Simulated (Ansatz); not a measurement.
Energy needed to pull apart GeH$_{4}$SO (SMILES S[O][GeH3]), singlet, into free ground-state atoms, from the structure below (displaced at random from a GFN2-xTB minimum); no zero-point or spin–orbit terms; open-shell atoms are treated unrestricted, in their ground-state multiplicity.

```
7
angstrom
S -0.8028 -1.7941 -0.2440
O -0.6321 -0.5287 0.6034
Ge 0.6278 0.8450 0.1607
H -1.9447 -1.4530 -0.8120
H 0.3315 1.2476 -1.2443
H 0.4200 1.6040 1.2329
H 2.0365 0.1723 0.2603
```

Computed with Ansatz 0.2.0 (basis: def2-TZVPP); correlated methods freeze the cores. Filled d shells of the heavier atoms are correlated. The def2 sets are not built for correlating such inner shells, so the correlated values are less sure here. B3LYP uses VWN-RPA correlation.

```tsv
method	atomization energy (kJ/mol)
PBE-D4	1832
r2SCAN-D4	?
PBE0-D4	1790
B3LYP-D4	1808
LC-wPBE	1790
wB97M-V	1825
HF	?
MP2	1788
CCSD	1742
CCSD(T)	1775
```

Problem. What does HF give? (To be estimated.)

Solution. The calculation gives: 1169 kJ/mol, which is about 606 kJ/mol less than CCSD(T)/def2-TZVPP.

Problem. What does r2SCAN-D4 give? (Judge from chemistry; the value comes from the calculation.)

Solution. Computed: 1824 kJ/mol, which is about 50 kJ/mol more than CCSD(T)/def2-TZVPP.

In triple zeta the MP2 and coupled-cluster atomization energies are still short of their basis limit by a few kcal/mol a bond, whereas those of the functionals are nearly converged, so these differences are not deviations from converged CCSD(T).

The T1 diagnostic stays at or below 0.014.

For scale, one of the runs: CCSD(T)/def2-TZVPP forces, 177 basis functions (an equivalent command: `ansatz run in.yaml --threads 4`). The run took 2.9 min on 4 CPU threads (shared host), with 2.9 GiB of host memory at its peak.
